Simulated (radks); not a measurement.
The numbers below are computed, except where a source is named.
Tm XVII, configuration [Kr] 4d10 4f7. Level of theory: scalar-relativistic Kohn-Sham, PBEsol, spin-polarised, spherical densities, finite nucleus; open shells are filled with parallel spins first (spin-orbit coupling, left out, can overturn this in heavy ions); Fermi nuclear charge, rms radius 5.2256 fm (a radial shooting solver on a logarithmic mesh with Libxc functionals).

X-ray form factor f0, the Fourier transform of the density (f0(0) = 53):

| sin(theta)/lambda (1/angstrom) | f0 (electrons) |
|---|---|
| 0.05 | 52.826 |
| 0.1 | 52.311 |
| 0.15 | 51.470 |
| 0.2 | 50.331 |
| 0.25 | 48.930 |
| 0.3 | 47.309 |
| 0.4 | 43.586 |
| 0.5 | 39.534 |
| 0.6 | 35.485 |
| 0.8 | 28.316 |
| 1 | 23.033 |
| 1.25 | 18.848 |
| 1.5 | 16.312 |
| 2 | 12.834 |
